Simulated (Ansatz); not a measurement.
```yaml
crystal:
  periodic: [false, false, false]
  atoms:
    - {symbol: O, position_ang: [1.798787, 1.414069, 1.914970]}
    - {symbol: C, position_ang: [0.747660, 0.703569, 1.238943]}
    - {symbol: C, position_ang: [1.509159, 0.568638, -0.647144]}
    - {symbol: C, position_ang: [0.269035, -0.096963, -1.468440]}
    - {symbol: C, position_ang: [-0.632278, -0.719557, -0.591625]}
    - {symbol: O, position_ang: [-1.600163, -1.465763, -1.571128]}
    - {symbol: C, position_ang: [-1.001908, -0.085081, 0.473776]}
    - {symbol: O, position_ang: [-2.548402, -0.347660, 0.982700]}
    - {symbol: C, position_ang: [-0.281381, 0.349273, 1.413626]}
    - {symbol: H, position_ang: [2.638544, 1.520566, 1.443365]}
    - {symbol: H, position_ang: [2.346578, 0.647779, -0.964492]}
    - {symbol: H, position_ang: [1.050381, -0.326366, -2.001612]}
    - {symbol: H, position_ang: [-1.255943, -1.683743, -2.259188]}
    - {symbol: H, position_ang: [-3.051478, -1.230328, 0.307176]}
    - {symbol: H, position_ang: [-0.378380, 0.840345, 2.407864]}
basis:
  gaussian: {orbitals: cc-pVTZ-DK}
magnetization: {spin_polarized: true, initial_magnetization: 6}
hamiltonian: {xc: {name: PBE-QIDH}, pseudopotentials: {relativity: scalar}}
accuracy: high
output: {forces: true}
```

```sh
$ ansatz run in.yaml --threads 2 --pin off --events-out ev --progress --plain --max-ram 32768MiB --backend cuda --devices 0, --max-vram 18GiB
```

Output, abridged:

```
Functional definition: PBE-QIDH
6493 factors; integrals over basis functions are off by at most 1.9e-8 eV
mean field evaluation 1: about -12402.9505 eV, gradient 4.3e1 eV
mean field evaluation 2: about -12402.9616 eV, gradient 4.3e1 eV
mean field evaluation 4: about -12410.6028 eV, gradient 1.4e1 eV
mean field evaluation 8: about -12412.1183 eV, gradient 2.2e0 eV
mean field evaluation 16: about -12413.2980 eV, gradient 3.1e-1 eV
mean field evaluation 32: about -12412.4221 eV, gradient 6.4e-1 eV
mean field -12413.30114074 eV, -456.1804028845 hartree, gradient 2.4e-8 eV, S^2 12.057346; 2 other end points of the search recorded, 0 dependent functions left out
9 core orbitals not correlated: weight in the atoms' cores, before any rotation towards them, 1.000 or more for the frozen orbitals, at most 0.000 for the correlated occupied ones
reference -12413.30114215 eV, -456.1804029364 hartree; 27, 21 occupied and 318, 324 virtual orbitals, 6493 factors
second order -47.91404844 eV of doubles, -0.00000000 eV of singles
Total energy: -12429.27249163 eV, -456.7673392040 hartree
Relativity: scalar
Atom 0 at     1.798787     1.414069     1.914970 Å, force    -3.024968    -1.480351    -0.748825 eV/Å
Atom 1 at     0.747660     0.703569     1.238943 Å, force    27.774925     9.031643    -0.759653 eV/Å
Atom 2 at     1.509159     0.568638    -0.647144 Å, force    -9.324807    -0.079130     0.274057 eV/Å
Atom 3 at     0.269035    -0.096963    -1.468440 Å, force     1.062837     5.287302     3.549533 eV/Å
Atom 4 at    -0.632278    -0.719557    -0.591625 Å, force    -0.130582    -9.389619   -10.328936 eV/Å
Atom 5 at    -1.600163    -1.465763    -1.571128 Å, force    -6.008720     6.084138    16.799525 eV/Å
Atom 6 at    -1.001908    -0.085081     0.473776 Å, force   -14.814860     0.233042     4.301473 eV/Å
Atom 7 at    -2.548402    -0.347660     0.982700 Å, force     1.390014    -3.594114    -4.493669 eV/Å
Atom 8 at    -0.281381     0.349273     1.413626 Å, force   -17.244275    -2.935906    10.152313 eV/Å
Atom 9 at     2.638544     1.520566     1.443365 Å, force    -0.900541    -0.541581    -0.493108 eV/Å
Atom 10 at     2.346578     0.647779    -0.964492 Å, force    10.647074     0.755496    -4.541977 eV/Å
Atom 11 at     1.050381    -0.326366    -2.001612 Å, force     2.915436    -3.276767    -4.710338 eV/Å
Atom 12 at    -1.255943    -1.683743    -2.259188 Å, force     7.382293    -3.654980   -12.638907 eV/Å
Atom 13 at    -3.051478    -1.230328     0.307176 Å, force     2.950715     4.380130     2.997791 eV/Å
Atom 14 at    -0.378380     0.840345     2.407864 Å, force    -2.674541    -0.819305     0.640721 eV/Å
Dipole moment:     0.703540    -0.159444    -0.526858 e Å
```

(1) What is wrong with this run?

Answers

(1) The spin is set far too high for this molecule. Self-consistency was reached. The result belongs to that input, not to the molecule as meant.
